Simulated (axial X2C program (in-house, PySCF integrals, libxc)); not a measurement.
Worked dissociation energy of SrTl⁻: BHandHLYP, without spin–orbit coupling

Calculated with an axial X2C code built on PySCF integrals. Spin-free means the one-electron spin-free X2C Hamiltonian. Basis: Tl dyall-av2z [11s13p10d5f], Sr dyall-av2z [11s12p8d] (cores contracted in-house); Gaussian nuclei, density fitting, unrestricted open shells. Masses: Tl 204.974 u, Sr 87.906 u.

Molecular state: M_S = 1, Λ = 0 (beyond evenly filled blocks: π+α, π-α).

| Quantity | Value |
| --- | --- |
| E(Tl-) (2M_S = 2, M_L = 0) | -20249.513433 hartree |
| E(Sr) (2M_S = 0, M_L = 0) | -3179.274463 hartree |
| E(SrTl⁻) at Re | -23428.815487 hartree |
| ωe | 86.3 cm⁻¹ |
| ωexe | 0.358 cm⁻¹ |

Problem. Work out De and D0.

Solution. De = -20249.513433 + (-3179.274463) − (-23428.815487) = 0.02759 hartree = 0.751 eV. The zero-point energy is ωe/2 − ωexe/4 = 43 cm⁻¹ = 0.005 eV, so D0 = 0.745 eV.

The state is a single determinant with fixed occupations, the lowest that a limited PBE0 search found. Dissociation energies refer to the lowest single-determinant-based atoms at the same level and basis. Spin–orbit coupling changes these values markedly for this molecule (Re by over 0.02 Å or De by over 0.25 eV), so the spin-free numbers are a model. Under one Hamiltonian the search converged a single determinant, so lower ones may well exist. Spin-free De lacks the spin–orbit lowering of the heavy p-block atom, a tenth of an eV or more for 4p and 5p, up to an eV for 6p and one to two eV for 7p atoms, less what an open-shell molecule gains itself.

Each atomic determinant is the lowest at this level and need not be a pure term. Totals compare only within one Hamiltonian and basis.
